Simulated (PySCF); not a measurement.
## Stationary points of [VS3]-

These are results of PySCF, PBE0, basis V def2-SVPD, S def2-SVPD (no relativity, density fitting), not measurements.

Relaxations began from a few typed shapes. The search is not exhaustive: other isomers or separated fragments can lie lower, and high-lying points may rest on an excited occupation.

```json
{"spin": "singlet", "group": "C3v", "bonds": "V–S 2.065 Å (×3)", "angles": "S–V–S 117.4° (×3)", "imaginary modes (cm⁻¹)": "none", "ΔE (kJ/mol)": "0.0", "ΔE with ZPE (kJ/mol)": "0.0"}
{"spin": "singlet", "group": "D3h", "bonds": "V–S 2.068 Å (×3)", "angles": "S–V–S 120.0° (×3)", "imaginary modes (cm⁻¹)": "56i", "ΔE (kJ/mol)": "1.1", "ΔE with ZPE (kJ/mol)": "–"}
```

The lowest minimum found is the singlet C3v: V–S 2.065 Å (×3); S–V–S 117.4° (×3).

Formally V is in oxidation state +5, d0. A d0 centre has no lone pair, yet it is C3v rather than trigonal planar: covalent bonding through the d orbitals favours lower symmetry. The polar-tensor charge on V, 1.36, is far below the formal one.

For the lowest minimum: the lowest empty level of this anion is unbound, so it and the gap depend on the basis.
